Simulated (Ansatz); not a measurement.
Start from `CB(O)[SiH2][SiH3]` and change one atom or group to get `CBO`.

Ansatz, PBE0-D4/def2-TZVP geometries, multiplicity 1. Each molecule was computed in one conformer, which needn't be the lowest.

```csv
property,`CB(O)[SiH2][SiH3]`
HOMO–LUMO gap (PBE0/def2-TZVPP) / eV,6.63
HOMO energy (PBE0/def2-TZVPP) / eV,-7.52
size of the dipole moment (ωB97M-V/def2-TZVPP) / D,0.68
size of the dipole moment (B3LYP/def2-TZVPP) / D,0.66
LUMO energy (ωB97M-V/def2-TZVPP) / eV,1.00
HOMO energy (B3LYP/def2-TZVPP) / eV,-7.33
```

What does the change do to each property? (Estimate.)

The calculation gave: 
```
                                          property  `CBO`  shift
              HOMO–LUMO gap (PBE0/def2-TZVPP) / eV   8.78   2.15
                HOMO energy (PBE0/def2-TZVPP) / eV  -8.57  -1.05
size of the dipole moment (ωB97M-V/def2-TZVPP) / D   1.05   0.37
  size of the dipole moment (B3LYP/def2-TZVPP) / D   1.05   0.39
             LUMO energy (ωB97M-V/def2-TZVPP) / eV   2.10   1.10
               HOMO energy (B3LYP/def2-TZVPP) / eV  -8.38  -1.05
```

With PBE0 the HOMO falls by 1.05 eV and the LUMO rises by 1.09 eV, so the gap widens by about 2.14 eV. PBE moves the HOMO by -0.75 eV and ωB97M-V by -1.33 eV. Dipoles are sizes alone; their direction can turn.

B3LYP here is the variant with VWN-RPA as its local correlation; programs differ in this.
